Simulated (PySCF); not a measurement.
# What a mistake does to a calculation on BFH3OSi

These are calculations, not measurements. The program is PySCF 2.14.0, an open-source quantum chemistry code, run on an isolated molecule that a program drew, which may never have been made. The molecule is BFH3OSi (charge 0, doublet), drawn as the SMILES string `FBO[SiH2]`.

Each row is a Hartree-Fock (HF) and frozen-core CCSD(T) single point in the cc-pV(D+d)Z basis, meant for a local HF minimum. Run 1 is clean. Each other run has one planted mistake out of seven kinds, and not every kind appears here: one electron removed, one electron added, multiplicity raised by two, geometry at a saddle point, minimal basis STO-3G, one bond length entered in bohr, all coordinates scaled. The reference is restricted for singlets and unrestricted otherwise, and also for a bond in bohr. Adding or removing an electron swaps singlet and doublet. Electrons count all cores. HOMO and LUMO are orbital energies over both spins, the gradient is its largest component, and the lowest frequency (negative if imaginary) is given only where the gradient is small. Bond lengths are over the 6 bonds as drawn. T1 is the CCSD diagnostic: over 0.02 (restricted) or 0.045 (unrestricted) a single reference is doubtful.

Geometry of the clean run:
```xyz
7
BFH3OSi, angstrom
F    -1.0560   -3.4693    0.9752
B    -0.8668   -2.2321    0.5051
O    -0.3107   -1.3054    1.2949
Si    0.2508   -1.2800    2.8722
H    -1.2019   -1.9883   -0.6127
H     0.7498    0.0893    3.1134
H    -0.8514   -1.6139    3.8018
```

```
run  electrons  basis functions  <S^2>  HOMO (eV)  LUMO (eV)  gradient (hartree/bohr)  lowest frequency (cm^-1)  mean bond (Å)  longest bond (Å)      T1  HF (hartree)  CCSD(T) (hartree)                          mistake
  1         39               80  0.753      -9.38       1.39                  8.1e-06                        79         1.4166             1.674  0.0153    -489.78410         -490.35673                         no fault
  2         40               80  0.000      -0.35       8.61                  7.2e-02                         -         1.4166             1.674  0.0169    -489.76251         -490.36782               one electron added
  3         39               80  1.318      -8.99       0.92                  2.4e-02                         -         1.6649             3.164  0.0521    -489.65744         -490.20950  one bond length entered in bohr
  4         39               80  0.753      -9.12       1.69                  8.2e-02                         -         1.3358             1.579  0.0138    -489.75659         -490.32067           all coordinates scaled
  5         38               80  0.000     -18.91      -7.64                  7.6e-02                         -         1.4166             1.674  0.0197    -489.47070         -490.04358                                ?
  6         39               27  0.751      -6.70       5.61                  2.2e-02                         -         1.4166             1.674  0.0179    -483.68598         -483.85453                                ?
```

**Which mistake was planted in run 5, and what did it cost?**

It counts 38 electrons, one fewer than the clean run, at the same geometry and basis. So the mistake is: one electron removed. Subtracting run 1 and multiplying by 627.51 kcal/mol a hartree, the energy moved by 196.7 kcal/mol in HF and 196.5 kcal/mol in CCSD(T).

**Which mistake was planted in run 6, and what did it cost?**

It has 27 basis functions where the clean run has 80, with the same electrons and geometry. So the mistake is: minimal basis STO-3G. Subtracting run 1 and multiplying by 627.51 kcal/mol a hartree, the energy moved by 3826.6 kcal/mol in HF and 4080.2 kcal/mol in CCSD(T).

Cautions from the logs. Run 3: T1 is over the limit, so its CCSD(T) energy is less reliable.
